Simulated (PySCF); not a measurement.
C₂H₄ClNOSi, SMILES C(O[Si@@H](C)Cl)#N.

The structure is a stationary point at PBE0-D3(BJ)/def2-SVP. The structure was generated by enumeration; whether it is a known compound was not checked. One conformer was computed; it need not be the lowest.

Level of theory: TDDFT-PBE0/def2-SVPD (PySCF).

Vertical excitations. Gas-phase values at a fixed geometry.

Computed excitation energies, oscillator strengths and character:
```tsv
state	energy (eV)	λ (nm)	f	main pairs
S1	7.27	170	0.001	HOMO→LUMO 87 %
S2	7.52	165	0.001	HOMO−1→LUMO 84 %
S3	7.64	162	0.009	HOMO→LUMO+1 27 %, HOMO→LUMO+2 18 %, HOMO−1→LUMO+1 11 %, HOMO→LUMO+3 7 %
S4	7.76	160	0.024	HOMO→LUMO+1 48 %, HOMO→LUMO+2 12 %, HOMO→LUMO+3 8 %
S5	7.83	158	0.005	HOMO−1→LUMO+1 65 %, HOMO→LUMO+2 11 %
S6	8.01	155	0.002	HOMO−2→LUMO 78 %
S7	8.08	153	0.002	HOMO→LUMO+2 43 %, HOMO→LUMO+3 24 %
S8	8.15	152	0.023	HOMO−2→LUMO+1 85 %
S9	8.26	150	0.020	HOMO−1→LUMO+2 67 %
S10	8.46	147	0.019	HOMO−1→LUMO+3 40 %, HOMO→LUMO+7 10 %, HOMO−1→LUMO+5 7 %
T1	6.52	190	0	HOMO→LUMO+1 11 %, HOMO→LUMO+5 10 %, HOMO−1→LUMO+3 9 %, HOMO→LUMO+7 8 %
T2	6.90	180	0	HOMO→LUMO 60 %, HOMO→LUMO+1 10 %
T3	7.04	176	0	HOMO→LUMO+1 16 %, HOMO−1→LUMO 10 %, HOMO−1→LUMO+3 9 %, HOMO→LUMO+5 8 %
T4	7.08	175	0	HOMO→LUMO 18 %, HOMO→LUMO+4 11 %, HOMO→LUMO+2 10 %, HOMO→LUMO+5 9 %
```
Triplets are in the Tamm–Dancoff approximation, which puts them higher than full response would, so one can lie above its singlet here.
